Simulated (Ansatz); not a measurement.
Reaction (cleavage of the Al–Si bond): `O[SiH2][Al]([OH])[OH]` + HCl → `[OH][Al]([OH])[Cl]` + silanol

Calculated with Ansatz (gas phase, PBE0-D4/def2-TZVP geometries, no zero-point term in ΔE). CCSD(T)/CBS is the MP2 limit (def2-TZVPP, def2-QZVPP) plus CCSD(T) − MP2 in def2-TZVPP, frozen cores. This one scheme is used for every species. Functionals use def2-TZVPP. B3LYP here is the variant with VWN-RPA as its local correlation; programs differ in this. One conformer a species, not always the lowest.

Q: Is it downhill or uphill in electronic energy at CCSD(T)/CBS, and by how much? (Best estimate.)

A: The calculation gave: Downhill: ΔE = -164.1 kJ/mol.

Q: What do these levels give: r2SCAN-D4, B3LYP-D4, ωB97X-V, B2PLYP, r2SCAN, PBE0, B3LYP, MP2/def2-TZVPP, CCSD/def2-TZVPP, HF/def2-QZVPP, MP2/def2-QZVPP, MP2/CBS(def2)? (Best estimate.)

A: Computed: r2SCAN-D4 -164.7, B3LYP-D4 -160.1, ωB97X-V -161.5, B2PLYP -167.9, r2SCAN -165.4, PBE0 -153.7, B3LYP -162.8, MP2/def2-TZVPP -174.1, CCSD/def2-TZVPP -166.3, HF/def2-QZVPP -189.8, MP2/def2-QZVPP -174.6, MP2/CBS(def2) -174.8 kJ/mol.

Largest T1 diagnostic among the species: 0.013.

From PBE to PBE0 (25 % exact exchange), in def2-TZVPP and without D4, ΔE moves by −10.1 kJ/mol. In def2-TZVPP, CCSD(T) changes the Hartree–Fock value by +26.0 kJ/mol (the triples alone add +2.9 kJ/mol) and MP2 by +15.3 kJ/mol.
